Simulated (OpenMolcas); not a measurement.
Xe³⁺.

```yaml
Program: OpenMolcas
Basis: ANO-RCC-VTZP [7s6p4d2f1g]
Scalar_Hamiltonian: DKH2, point nucleus
Active_space: 5 electrons in 9 orbitals (RAS2 5s 5p; RAS3 5d, at most 2 electrons)
State_averaging: 2S+1 = 4 odd, 1 root; 2S+1 = 2 odd, 11 roots; 2S+1 = 4 even, 3 roots; 2S+1 = 2 even, 9 roots
Spin-orbit_coupling: state interaction with AMFI integrals over the reference wave functions, term energies averaged over their components
```

Two sets of levels on these reference wave functions, in cm⁻¹ above 5s² 5p³ ⁴S°_3/2: one from RASSCF and one from MS-RASPT2, IPEA 0.25 Eh, imaginary shift 0.1 Eh (closed shells correlated: 4d).

| Level | Set 1 | Set 2 |
| --- | --- | --- |
| 5s² 5p³ ⁴S°_3/2 | 0.0 | 0.0 |
| 5s² 5p³ ²D°_3/2 | 13740 | 16860 |
| 5s² 5p³ ²D°_5/2 | 17400 | 20780 |
| 5s² 5p³ ²P°_1/2 | 28500 | 31460 |
| 5s² 5p³ ²P°_3/2 | 34480 | 37320 |
| 5s 5p⁴ ⁴P_5/2 | 99780 | 96650 |
| 5s 5p⁴ ⁴P_3/2 | 106230 | 103060 |
| 5s 5p⁴ ⁴P_1/2 | 108460 | 105430 |

Q: Which set is which?

A: Set 1 is MS-RASPT2. Its levels of the other terms of 5s² 5p³ lie at 0.81 to 0.92 of the other set's values, as expected, since terms of lower spin or lower L gain more correlation energy than the Hund ground term. Against 7 measured levels (Saloman, J. Phys. Chem. Ref. Data 33, 765 (2004)) the mean absolute deviation is 540 cm-1 with it and 3200 cm-1 without; single levels miss by up to 1200 cm-1 with it.

Term energies are means over components that CASPT2 splits; among the terms shown or strongly mixed into the levels shown the widest spread is 19 cm-1 (5s² 5p³ ²D°, MS-RASPT2). The run also gave levels led by 5s² 5p² 5d, which use shells meant for correlation; these and all levels above them are left out. Some terms mix strongly with configurations of 5d, whose occupation reaches 0.28 (5s 5p⁴ ⁴P, 5s 5p⁴ ²D). Measured partners are found by configuration, term and J. A level has none where our copy of the source lacks it or the pairing is in doubt (some pairs that miss far off the trend of their configuration count as doubtful), and it then counts in no deviation. Only configurations of the active space appear. The table leaves out levels that lie high or whose names do not pair safely across all columns.

° marks odd parity.
